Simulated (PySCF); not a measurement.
PySCF input (MN15/def2-TZVPD):

```python
from pyscf import gto, scf, dft

mol = gto.M(
    atom='''
    C    -1.10482799    0.00685239   -0.02645507
    N     0.31271397   -0.00193952    0.00748792
    C     1.47683890   -0.00915969    0.03536285
    H    -1.46003960   -0.68901516   -0.78610308
    H    -1.49901660   -0.29209176    0.94448251
    H    -1.46200701    1.00852736   -0.26424163
    ''',
    basis='def2-tzvpd',
    charge=0,
    spin=0,
    verbose=4,
)

mf = dft.RKS(mol, xc='mn15').density_fit(auxbasis='def2-universal-jkfit')
mf.grids.level = 4
mf.conv_tol = 1e-9
mf.max_cycle = 100
mf.max_memory = 1500
mf.kernel()
if not mf.converged:
    mf = mf.newton()
    mf.kernel(mf.make_rdm1())
mf.analyze()
```

Output:

```
PySCF version 2.14.0

[INPUT] verbose = 4
[INPUT] num. atoms = 6
[INPUT] num. electrons = 22
[INPUT] charge = 0
[INPUT] spin (= nelec alpha-beta = 2S) = 0
[INPUT] symmetry False subgroup None
[INPUT] Mole.unit = angstrom
[INPUT] Symbol           X                Y                Z      unit          X                Y                Z       unit  Magmom
[INPUT]  1 C     -1.104827990000   0.006852390000  -0.026455070000 AA   -2.087822315854   0.012949140399  -0.049992836906 Bohr   0.0
[INPUT]  2 N      0.312713970000  -0.001939520000   0.007487920000 AA    0.590943758625  -0.003665161613   0.014150118043 Bohr   0.0
[INPUT]  3 C      1.476838900000  -0.009159690000   0.035362850000 AA    2.790821051104  -0.017309305486   0.066826101484 Bohr   0.0
[INPUT]  4 H     -1.460039600000  -0.689015160000  -0.786103080000 AA   -2.759074975020  -1.302049948073  -1.485519526877 Bohr   0.0
[INPUT]  5 H     -1.499016600000  -0.292091760000   0.944482510000 AA   -2.832730830177  -0.551973429642   1.784813273342 Bohr   0.0
[INPUT]  6 H     -1.462007010000   1.008527360000  -0.264241630000 AA   -2.762792841094   1.905840499531  -0.499344311409 Bohr   0.0

nuclear repulsion = 60.2144983870348
number of shells = 54
number of NR pGTOs = 189
number of NR cGTOs = 138
basis = def2-tzvpd
ecp = {}

******** <class 'pyscf.df.df_jk.DFRKS'> ********
method = DFRKS
initial guess = minao
damping factor = 0
level_shift factor = 0
DIIS = <class 'pyscf.scf.diis.CDIIS'>
diis_start_cycle = 1
diis_space = 8
diis_damp = 0
SCF conv_tol = 1e-09
SCF conv_tol_grad = None
SCF max_cycles = 100
direct_scf = False
XC library pyscf.dft.libxc version 7.1.2
    S. Lehtola, C. Steigemann, M. J. T. Oliveira, and M. A. L. Marques,  SoftwareX 7, 1–5 (2018)
XC functionals = mn15
    H. S. Yu, X. He, S. L. Li, and D. G. Truhlar,  Chem. Sci. 7, 5032–5051 (2016)
    H. S. Yu, X. He, S. L. Li, and D. G. Truhlar,  Chem. Sci. 7, 5032–5051 (2016)
radial grids:
    Treutler-Ahlrichs [JCP 102, 346 (1995); DOI:10.1063/1.469408] (M4) radial grids

becke partition: Becke, JCP 88, 2547 (1988); DOI:10.1063/1.454033
pruning grids: <function nwchem_prune>
grids dens level: 4
symmetrized grids: False
atomic radii adjust function: <function treutler_atomic_radii_adjust>
small_rho_cutoff = 0
Set gradient conv threshold to 3.16228e-05
Initial guess from minao.
tot grids = 132216
******** <class 'pyscf.df.df.DF'> ********
auxbasis = def2-universal-jkfit
init E= -132.859017633039
  HOMO = -0.34323379233916  LUMO = -0.0107920375515422  gap/eV = 9.04620
cycle= 1 E= -132.594368462988  delta_E= 0.265  |g|= 0.22  |ddm|= 1.88
  HOMO = -0.316356685017016  LUMO = 0.0386124754175964  gap/eV = 9.65920
[...]
cycle= 9 E= -132.604945099651  delta_E= -5.11e-10  |g|= 3.36e-06  |ddm|= 0.000193
  HOMO = -0.351119778728741  LUMO = 0.0436879183048311  gap/eV = 10.74326
Extra cycle  E= -132.604945099656  delta_E= -5.6e-12  |g|= 1.58e-06  |ddm|= 3.01e-05
converged SCF energy = -132.604945099656
**** SCF Summaries ****
Total Energy =                        -132.604945099656362
Nuclear Repulsion Energy =              60.214498387034837
One-electron Energy =                 -296.788395140992691
Two-electron Energy =                  103.968951654301492
Two-electron Coulomb Energy =          122.582509422487121
DFT Exchange-Correlation Energy =      -18.613557768185633
HOMO-LUMO gap [eV] =                    10.743264647647733
**** MO energy ****
MO #1   energy= -14.1320327427925  occ= 2
MO #2   energy= -10.1165358701458  occ= 2
MO #3   energy= -10.0749786356997  occ= 2
MO #4   energy= -1.0009078778103   occ= 2
MO #5   energy= -0.817602576187745 occ= 2
MO #6   energy= -0.598393021626684 occ= 2
MO #7   energy= -0.524756247220263 occ= 2
MO #8   energy= -0.524756234487339 occ= 2
MO #9   energy= -0.384946476864547 occ= 2
MO #10  energy= -0.384946453545943 occ= 2
MO #11  energy= -0.351119778728741 occ= 2
MO #12  energy= 0.0436879183048311 occ= 0
MO #13  energy= 0.0535603599587462 occ= 0
MO #14  energy= 0.0535604376118549 occ= 0
MO #15  energy= 0.102094878124045  occ= 0
MO #16  energy= 0.128276938168688  occ= 0
MO #17  energy= 0.129711259897662  occ= 0
MO #18  energy= 0.129711278297022  occ= 0
MO #19  energy= 0.154746468316159  occ= 0
MO #20  energy= 0.154746533706395  occ= 0
MO #21  energy= 0.190265463694958  occ= 0
MO #22  energy= 0.217212129243035  occ= 0
MO #23  energy= 0.217212181030589  occ= 0
MO #24  energy= 0.231818027241703  occ= 0
MO #25  energy= 0.266757917796221  occ= 0
MO #26  energy= 0.266757942719197  occ= 0
MO #27  energy= 0.27925699274899   occ= 0
MO #28  energy= 0.295359984807782  occ= 0
MO #29  energy= 0.295360001200948  occ= 0
MO #30  energy= 0.30979079766284   occ= 0
MO #31  energy= 0.32450523683805   occ= 0
MO #32  energy= 0.324505276731156  occ= 0
MO #33  energy= 0.340209005402276  occ= 0
MO #34  energy= 0.365956276940622  occ= 0
MO #35  energy= 0.37165314397319   occ= 0
MO #36  energy= 0.371653177240101  occ= 0
MO #37  energy= 0.376959765184789  occ= 0
MO #38  energy= 0.409157564627343  occ= 0
MO #39  energy= 0.409157595633482  occ= 0
MO #40  energy= 0.421671735480389  occ= 0
MO #41  energy= 0.449032612979117  occ= 0
MO #42  energy= 0.480168463058463  occ= 0
MO #43  energy= 0.480168511906545  occ= 0
MO #44  energy= 0.508810399941178  occ= 0
MO #45  energy= 0.508810503726975  occ= 0
MO #46  energy= 0.516765920194676  occ= 0
MO #47  energy= 0.565752866478969  occ= 0
MO #48  energy= 0.565753049135643  occ= 0
MO #49  energy= 0.605228504891937  occ= 0
MO #50  energy= 0.68771540942988   occ= 0
MO #51  energy= 0.687715435074169  occ= 0
MO #52  energy= 0.71780422325167   occ= 0
MO #53  energy= 0.785179083582465  occ= 0
MO #54  energy= 0.785179253479423  occ= 0
MO #55  energy= 0.794786128175356  occ= 0
MO #56  energy= 0.794786205227137  occ= 0
MO #57  energy= 0.802076059395543  occ= 0
MO #58  energy= 0.915918665946438  occ= 0
MO #59  energy= 0.942142708211101  occ= 0
MO #60  energy= 0.98510167439742   occ= 0
MO #61  energy= 0.985101761692925  occ= 0
MO #62  energy= 1.06830203698268   occ= 0
MO #63  energy= 1.06830217372103   occ= 0
MO #64  energy= 1.07401027059793   occ= 0
MO #65  energy= 1.09254702907073   occ= 0
MO #66  energy= 1.09254716569512   occ= 0
MO #67  energy= 1.16209669557625   occ= 0
MO #68  energy= 1.16209678720511   occ= 0
MO #69  energy= 1.25517005725617   occ= 0
MO #70  energy= 1.39461621195875   occ= 0
MO #71  energy= 1.42973980232916   occ= 0
MO #72  energy= 1.42974004835632   occ= 0
MO #73  energy= 1.59356837749763   occ= 0
MO #74  energy= 1.62815359363776   occ= 0
MO #75  energy= 1.62815364304009   occ= 0
MO #76  energy= 1.66917381736192   occ= 0
MO #77  energy= 1.71635819253708   occ= 0
MO #78  energy= 1.71635837940896   occ= 0
MO #79  energy= 1.71668337143982   occ= 0
MO #80  energy= 1.87003277176026   occ= 0
MO #81  energy= 1.87003322795714   occ= 0
MO #82  energy= 1.87217241220893   occ= 0
MO #83  energy= 2.0764266930247    occ= 0
MO #84  energy= 2.11540625386077   occ= 0
MO #85  energy= 2.11540654155514   occ= 0
MO #86  energy= 2.19739932934421   occ= 0
MO #87  energy= 2.35747107696478   occ= 0
MO #88  energy= 2.35747113764184   occ= 0
MO #89  energy= 2.38011618627711   occ= 0
MO #90  energy= 2.40131643687583   occ= 0
MO #91  energy= 2.40131704477267   occ= 0
MO #92  energy= 2.42930620759362   occ= 0
MO #93  energy= 2.53344936350524   occ= 0
MO #94  energy= 2.53344947921449   occ= 0
MO #95  energy= 2.61745123447631   occ= 0
MO #96  energy= 2.61745129740934   occ= 0
MO #97  energy= 2.63567118741344   occ= 0
MO #98  energy= 2.63820216971606   occ= 0
MO #99  energy= 2.75287932619999   occ= 0
MO #100 energy= 2.83608839320624   occ= 0
MO #101 energy= 2.83608854790174   occ= 0
MO #102 energy= 3.02767607375134   occ= 0
MO #103 energy= 3.027676918822     occ= 0
MO #104 energy= 3.09348250060891   occ= 0
MO #105 energy= 3.13510451886993   occ= 0
MO #106 energy= 3.13510487169264   occ= 0
MO #107 energy= 3.1511950076148    occ= 0
[...]
```
